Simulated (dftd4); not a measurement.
HSSi, charge +1, singlet, geometry from GFN2-xTB; D4 for tpss run with dftd4.

dftd4 was given this input:
```
$ dftd4 mol.xyz --func tpss --charge 1 --json dftd4.json --noedisp --grad

# file mol.xyz
3

Si     1.02786580    -0.53374027    -0.01003020
S     -0.79987047     0.50345971     0.01180767
H     -1.59219374    -0.58299159    -0.04849990
```

What the program printed (banner, timings and long lists left out):

```
                    ____  _____ _____     ____  _  _
      -------------|  _ \|  ___|_   _|---|  _ \| || |------------
     |             | | | | |_    | | ___ | | | | || |_           |
     |             | |_| |  _|   | ||___|| |_| |__   _|          |
     |             |____/|_|     |_|     |____/   |_|            |
     |             ===================================           |
     |            E. Caldeweyher, S. Ehlert & S. Grimme          |
     |          Mulliken Center for Theoretical Chemistry        |
     |                    University of Bonn                     |
      -----------------------------------------------------------

Rational (Becke-Johnson) damping: tpss-D4-ATM
---------------------
  s6         1.0000
  s8         1.7660
  s9         1.0000
  a1         0.4282
  a2         4.5426
 alp        16.0000
--------------------

Dispersion energy:      -2.4857738368584E-03 Eh

Gradient norm:           7.9506963432858E-05 Eh/a0
--------------------------------------------------
     #    Z           dE/dx      dE/dy      dE/dz
--------------------------------------------------
     1   14 Si    5.840E-05 -2.736E-06  6.833E-07
     2   16 S    -5.145E-06  5.623E-06  1.842E-07
     3    1 H    -5.325E-05 -2.887E-06 -8.676E-07
--------------------------------------------------

Virial:
--------------------------------------------------
      component           x          y          z
--------------------------------------------------
          x       2.814E-04 -5.128E-06  3.659E-06
          y      -5.128E-06  1.129E-05  4.419E-07
          z       3.659E-06  4.419E-07  7.067E-08
--------------------------------------------------

[Info] Dispersion results written to 'dftd4.txt'
[Info] JSON dump of results written to 'dftd4.json'
```
